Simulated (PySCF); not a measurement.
**Electron correlation in I²⁺ (iodine, charge +2)**

[Kr] 4d10 5s1 5p4, high-spin 4P determinant (an excited configuration). Calculation: PySCF 2.14, in def2-TZVPPD with the def2 core potential (28 electrons); scalar relativity through the core potential. Frozen: 4s2 4p6 4d10; 5 electrons correlated.

MP2 pair energies summed by pair of shells (mhartree):

```
 pair  energy  share (%)
5p-5p  -59.88       87.9
5s-5p   -8.21       12.1
```

Total MP2 correlation energy: -68.09 mhartree.

Same-spin part -17.17 and opposite-spin part -50.92 mhartree; SCS-MP2 scales them by 1/3 and 6/5 to -66.82 mhartree.
